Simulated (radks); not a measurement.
Spin polarisation of the 5d1 shell in the lanthanum ion La2+. Start: [Xe] 5d(up 0.5, down 0.5); electrons of 5d are moved from spin down to spin up, other shells keep equal spins. Calculated with a radial shooting solver on a logarithmic mesh with Libxc functionals: scalar-relativistic Kohn-Sham, PBE, spin-polarised, spherical densities, point nucleus.

| moment (Bohr magnetons) | E - E(0) (eV) | e(5d up) (eV) | e(5d down) (eV) | 5p down minus up (eV) | 5s down minus up (eV) | 4d down minus up (eV) |
|---|---|---|---|---|---|---|
| 0 | 0.000 | -14.698 | -14.698 | 0.000 | 0.000 | 0.000 |
| 0.25 | -0.011 | -14.781 | -14.610 | 0.132 | 0.096 | 0.011 |
| 0.5 | -0.043 | -14.861 | -14.517 | 0.264 | 0.191 | 0.021 |
| 0.75 | -0.097 | -14.937 | -14.415 | 0.396 | 0.287 | 0.032 |
| 1 | -0.174 | -15.012 | -14.295 | 0.529 | 0.383 | 0.042 |

At moment 1 the spin-polarisation energy is -0.174 eV and the 5d exchange splitting 0.717 eV, that is 0.717 eV per Bohr magneton; E = -I m^2/4 would give I = 0.696 eV.
